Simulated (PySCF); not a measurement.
C3H9N, charge +1, doublet, at a GFN2-xTB geometry (a state made from the parent by changing its charge; the spin is typed, not shown lowest). Base run: PySCF with PBE/6-31G*.

The PySCF input:
```python
from pyscf import gto, scf, dft, solvent

mol = gto.M(
    atom='''
C    -1.877669   -0.040266    0.297318
C    -0.542835   -0.432298   -0.289495
N     0.537586    0.316146    0.196699
C     1.873667    0.151837   -0.206099
H    -2.115883    0.999595    0.077992
H    -2.665165   -0.660944   -0.120075
H    -1.887477   -0.165342    1.379133
H    -0.348541   -1.509140   -0.118688
H    -0.569239   -0.362995   -1.394042
H     0.340922    1.029966    0.891711
H     2.277048    1.091903   -0.608857
H     1.970745   -0.636194   -0.951424
H     2.515509   -0.075509    0.657008
''',
    basis='6-31g*',
    charge=1,
    spin=1,
    verbose=4,
)

mf = dft.UKS(mol)
mf.xc = 'pbe'
mf.kernel()
```

Variants of this job, named by their change:

| change | ΔE vs base (kJ/mol) |
|---|---|
| base | 0.00 |
| model = IEF-PCM; solvent = methanol | -252.5 |
| model = IEF-PCM; solvent = toluene; vdw_scale = 1.1 | -161.1 |
| model = C-PCM; solvent = toluene | -150.1 |
| model = IEF-PCM; solvent = 2-propanol | -246.9 |
| model = IEF-PCM; solvent = toluene; vdw_scale = 1.0 | -177.6 |
| model = IEF-PCM; solvent = water | -257.3 |
| model = IEF-PCM; solvent = dichloromethane | -230.9 |
| model = ddCOSMO; solvent = toluene | -138.1 |
| model = IEF-PCM; solvent = toluene; lebedev_order = 41 | -149.1 |
| model = IEF-PCM; solvent = toluene | -149.4 |
| model = SS(V)PE; solvent = toluene | -142.0 |

The base is the gas phase, so ΔE is the electrostatic part of solvation at a fixed geometry, without cavity and dispersion terms.

Open shells are given as the SCF converged; they aren't shown to be the lowest states, and a large step between rows can be another state.
